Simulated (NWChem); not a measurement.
System: CH8OW; SMILES [WH5][O]C

NWChem input:

```
start job
memory heap 200 mb stack 900 mb global 1100 mb
geometry units angstroms noautoz
  W      0.315729    -0.266450    -0.308617
  O      0.336911     1.577012    -0.546292
  C     -0.146195     2.779221    -0.014224
  H     -1.242437     2.751846     0.090085
  H      0.304125     2.980167     0.970851
  H      0.123163     3.599701    -0.697446
  H     -0.997486    -1.269420     0.013849
  H     -0.400294    -1.024459    -1.656422
  H     -0.673395     0.094573     0.966510
  H      1.880333    -0.834433     0.058394
  H      0.471914    -1.148848     1.116659
end
basis spherical
  * library def2-svp
end
ecp
  W library def2-ecp
end
dft
  xc r2scan
  grid xcoarse
  iterations 150
  mulliken
end
task dft gradient
```

Parts of the log:

```
             Northwest Computational Chemistry Package (NWChem) 7.3.0
             --------------------------------------------------------

 C1  symmetry detected

                             Geometry "geometry" -> ""
                             -------------------------

 Output coordinates in angstroms (scale by  1.889725989 to convert to a.u.)

  No.       Tag          Charge          X              Y              Z
 ---- ---------------- ---------- -------------- -------------- --------------
    1 W                   74.0000     0.02166875    -0.42469260     0.00050975
    2 O                    8.0000     0.39963671     1.39531571     0.00005087
    3 C                    6.0000    -0.19804162     2.66203385     0.00022026
    4 H                    1.0000    -0.91966721     2.75758010    -0.82652256
    5 H                    1.0000    -0.71640627     2.85006054     0.95388908
    6 H                    1.0000     0.58837052     3.42209449    -0.12783140
    7 H                    1.0000    -1.09391510    -1.26654124    -0.93822893
    8 H                    1.0000     0.62770727    -1.15100884    -1.41689172
    9 H                    1.0000    -1.54982650     0.08930292    -0.02888507
   10 H                    1.0000     0.57670458    -1.14461629     1.44236014
   11 H                    1.0000    -1.12529844    -1.26434839     0.90266056

 Effective nuclear repulsion energy (a.u.)     443.0045278283

                                 NWChem DFT Module
                                 -----------------

 Summary of "ao basis" -> "ao basis" (spherical)
 ------------------------------------------------------------------------------
       Tag                 Description            Shells   Functions and Types
 ---------------- ------------------------------  ------  ---------------------
 W                          def2-svp                12       32   6s3p2d1f
 O                          def2-svp                 6       14   3s2p1d
 C                          def2-svp                 6       14   3s2p1d
 H                          def2-svp                 3        5   2s1p

            General Information
            -------------------
          SCF calculation type: DFT
          Wavefunction type:  closed shell.
          No. of atoms     :    11
          No. of electrons :    36
           Alpha electrons :    18
            Beta electrons :    18
          Charge           :     0
          Spin multiplicity:     1
          Use of symmetry is: off; symmetry adaption is: off
          Maximum number of iterations: 150
          AO basis - number of functions:   100
                     number of shells:    48
          Convergence on energy requested:  1.00D-06
          Convergence on density requested:  1.00D-05
          Convergence on gradient requested:  5.00D-04

              XC Information
              --------------
                      r^2SCAN Method XC Functional
               r^2SCAN metaGGA Exchange Functional  1.000
                     r^2SCAN Correlation Potential  1.000

             Grid Information
             ----------------
          Grid used for XC integration:  xcoarse
          Radial quadrature: Mura-Knowles
          Angular quadrature: Lebedev.
          Tag              B.-S. Rad. Rad. Pts. Rad. Cut. Ang. Pts.
          ---              ---------- --------- --------- ---------
          W                   1.35       84          10.0       194
          O                   0.60       21           8.0       194
          C                   0.70       21          10.0       194
          H                   0.35       21          12.0       194
          Grid pruning is: on
          Number of quadrature shells:   294
          Spatial weights used:  Erf1

      Superposition of Atomic Density Guess
      -------------------------------------

 Sum of atomic energies:        -189.48681295

      Non-variational initial energy
      ------------------------------

 Total energy =    -183.282654
 1-e energy   =    -515.332488
 2-e energy   =     207.974849
 HOMO         =      -0.303564
 LUMO         =      -0.069896

     ---------------------------------------------
      Total Density - Mulliken Population Analysis
     ---------------------------------------------

    Atom       Charge   Shell Charges
 -----------   ------   -------------------------------------------------------
    1 W   14    12.47   0.04 -0.35  1.79  0.53  0.55  0.19  5.48  0.58  0.09  2.94  0.55  0.06
    2 O    8     8.78   1.99  1.10  0.69  3.02  1.96  0.01
    3 C    6     5.86   1.99  0.92  0.22  1.84  0.85  0.05
    4 H    1     0.92   0.69  0.21  0.02
    5 H    1     0.92   0.69  0.21  0.02
    6 H    1     0.93   0.69  0.21  0.02
    7 H    1     1.24   0.74  0.48  0.02
    8 H    1     1.23   0.73  0.50  0.01
    9 H    1     1.19   0.73  0.44  0.02
   10 H    1     1.23   0.73  0.50  0.01
   11 H    1     1.24   0.74  0.48  0.02

   convergence    iter        energy       DeltaE   RMS-Dens  Diis-err
 ---------------- ----- ----------------- --------- --------- ---------
 d= 0,ls=0.0,diis     1   -184.9174656064 -3.09D+02  2.48D-02  9.53D-01
 d= 0,ls=0.0,diis     2   -183.7235627287  1.19D+00  1.84D-02  1.15D+01
 d= 0,ls=0.0,diis     3   -185.0199136534 -1.30D+00  4.92D-03  1.69D-01
 d= 0,ls=0.0,diis     4   -185.0281245770 -8.21D-03  2.28D-03  1.28D-01
 d= 0,ls=0.0,diis     5   -185.0423990042 -1.43D-02  5.37D-04  8.04D-03
  Resetting Diis
 d= 0,ls=0.0,diis     6   -185.0433973875 -9.98D-04  5.93D-05  3.35D-05
 d= 0,ls=0.0,diis     7   -185.0434016142 -4.23D-06  3.36D-05  2.81D-06
 d= 0,ls=0.0,diis     8   -185.0434010746  5.40D-07  2.02D-05  7.65D-06
 d= 0,ls=0.0,diis     9   -185.0434019930 -9.18D-07  5.96D-06  9.49D-07

         Total DFT energy =     -185.043401993022
      One electron energy =     -518.510535841005
           Coulomb energy =      233.840750513721
    Exchange-Corr. energy =      -24.448601513635
 Nuclear repulsion energy =      124.074984847898

 Numeric. integr. density =       36.001825279414

                       DFT Final Molecular Orbital Analysis
                       ------------------------------------

 Vector   16  Occ=2.000000D+00  E=-2.889867D-01
              MO Center=  3.8D-01,  5.7D-02,  4.9D-02, r^2= 3.8D+00
   Bfn.  Coefficient  Atom+Function         Bfn.  Coefficient  Atom+Function
  ----- ------------  ---------------      ----- ------------  ---------------
    19      0.335142   1 W  d  1             38     -0.329237   2 O  pz
    91     -0.260665  10 H  s                81      0.250180   8 H  s
    41     -0.244588   2 O  pz               92     -0.212982  10 H  s
    82      0.204881   8 H  s                 9      0.190636   1 W  pz
    66      0.140722   5 H  s                17      0.133166   1 W  d -1

 Vector   17  Occ=2.000000D+00  E=-2.611696D-01
              MO Center= -4.8D-01, -3.6D-01,  3.5D-03, r^2= 2.9D+00
   Bfn.  Coefficient  Atom+Function         Bfn.  Coefficient  Atom+Function
  ----- ------------  ---------------      ----- ------------  ---------------
    19      0.512366   1 W  d  1             96      0.266235  11 H  s
    76     -0.262317   7 H  s                38      0.249317   2 O  pz
    97      0.195232  11 H  s                41      0.193427   2 O  pz
    77     -0.191950   7 H  s                 9     -0.112778   1 W  pz
    24      0.112961   1 W  d  1             66     -0.099888   5 H  s

 Vector   18  Occ=2.000000D+00  E=-2.506675D-01
              MO Center= -4.2D-01, -4.6D-01, -1.4D-02, r^2= 2.7D+00
   Bfn.  Coefficient  Atom+Function         Bfn.  Coefficient  Atom+Function
  ----- ------------  ---------------      ----- ------------  ---------------
    16      0.513539   1 W  d -2             86     -0.220724   9 H  s
    76      0.219522   7 H  s                96      0.214326  11 H  s
    36     -0.204228   2 O  px               77      0.195484   7 H  s
    97      0.191412  11 H  s                20     -0.171342   1 W  d  2
    39     -0.154098   2 O  px               35     -0.112949   2 O  s

 Vector   19  Occ=0.000000D+00  E=-1.034381D-01
              MO Center=  1.1D-01, -7.9D-01,  4.6D-03, r^2= 3.0D+00
   Bfn.  Coefficient  Atom+Function         Bfn.  Coefficient  Atom+Function
  ----- ------------  ---------------      ----- ------------  ---------------
    18      0.607659   1 W  d  0             23      0.330580   1 W  d  0
    87      0.275411   9 H  s                20      0.236630   1 W  d  2
    82     -0.203899   8 H  s                 8     -0.200697   1 W  py
    92     -0.198623  10 H  s                14      0.184797   1 W  py
    35      0.181268   2 O  s                16      0.171434   1 W  d -2

[...]

                         DFT ENERGY GRADIENTS

    atom               coordinates                        gradient
                 x          y          z           x          y          z
   1 W       0.040948  -0.802553   0.000963    0.020218   0.016156   0.000105
   2 O       0.755204   2.636764   0.000096   -0.002858  -0.002427  -0.000026
   3 C      -0.374244   5.030515   0.000416    0.001655  -0.001396  -0.000155
   4 H      -1.737919   5.211071  -1.561901    0.000145   0.000229   0.000415
   5 H      -1.353812   5.385833   1.802589    0.000051   0.000141  -0.000472
   6 H       1.111859   6.466821  -0.241566   -0.000532   0.000141   0.000180
   7 H      -2.067200  -2.393416  -1.772996   -0.006471  -0.004664  -0.004868
   8 H       1.186195  -2.175091  -2.677537    0.002479  -0.003400  -0.005792
   9 H      -2.928747   0.168758  -0.054585   -0.010192   0.003028  -0.000055
  10 H       1.089814  -2.163011   2.725665    0.002242  -0.003297   0.006011
  11 H      -2.126506  -2.389272   1.705781   -0.006736  -0.004511   0.004656
```

Level: r2SCAN/def2-SVP with def2 effective core potentials on W. Coordinates come from a PBE0/def2-SVP optimisation. Not confirmed as a minimum by frequencies. def2 effective core potentials on W; no spin-orbit coupling.
